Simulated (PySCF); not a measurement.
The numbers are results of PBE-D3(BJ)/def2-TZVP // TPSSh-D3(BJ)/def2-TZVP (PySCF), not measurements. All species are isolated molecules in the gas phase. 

Reference species (SMILES): `[AlH3]` (neutral, multiplicity 1).

```yaml
HOMO: -7.30 eV
LUMO: -2.53 eV
```

Changed species: `[OH][AlH2]` (1 of 3 H replaced by OH; the reference has 0 of 3 H replaced by OH).

Give the shifts of the HOMO and LUMO.

the HOMO goes up by 0.70 eV, to -6.60 eV; the LUMO goes up by 0.96 eV, to -1.57 eV.
